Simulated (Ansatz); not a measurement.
Molecule: HSe, net charge -1, singlet state. Whether it binds its extra electron was not tested at this geometry. 
Structure (B3LYP-D3(BJ)/def2-TZVP (Ansatz, a program for electronic structure) minimum search):
```
Se
H 1 1.4783
```
Charge -1, spin multiplicity 1.

Basis-set convergence of Hartree-Fock and CCSD correlation energies (hartree) with Ansatz. Correlated levels leave the core frozen unless marked. Spin-orbit coupling is left out. Frozen are the shells of the preceding noble gas and the d and f shells that filled before the atom's block. No relativistic terms.

| basis | functions | E(HF) | E(corr, CCSD) |
|---|---|---|---|
| def2-SVPD | 49 | -2400.16098 | -0.15509 |
| def2-TZVPPD | 74 | -2400.45478 | -0.18885 |
| def2-QZVPPD | 131 | -2400.50167 | -0.20239 |

Extrapolating the two largest sets (X = 3 and 4) as X^-3: E(corr) = (64·(-0.20239) - 27·(-0.18885))/37 = -0.2123 Eh, an estimate of the basis-set limit. The largest set recovers 95.3 % of it, the smallest 73.1 %.
